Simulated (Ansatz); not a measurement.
A geometry relaxed with B3LYP-D3(BJ)/def2-TZVP run with Ansatz (a program for electronic structure), charge 0, multiplicity 1:

```xyz
11

C     -0.2015    -0.6194    -0.3289
C      1.0147    -0.1558    -0.3758
H      2.4769     1.2051    -0.9647
O     -2.3705     0.3930     0.0929
H     -2.0796     1.1425    -0.4390
H     -0.7560     0.4888     1.4179
H     -1.5917    -1.0612     1.2392
H     -0.5335    -1.3392    -1.0723
C      2.2276     0.3131    -0.4011
C     -1.2188    -0.1912     0.6956
H      3.0325    -0.1758     0.1361
```

Q: Write the SMILES of this molecule.

A: `C=C=CCO`
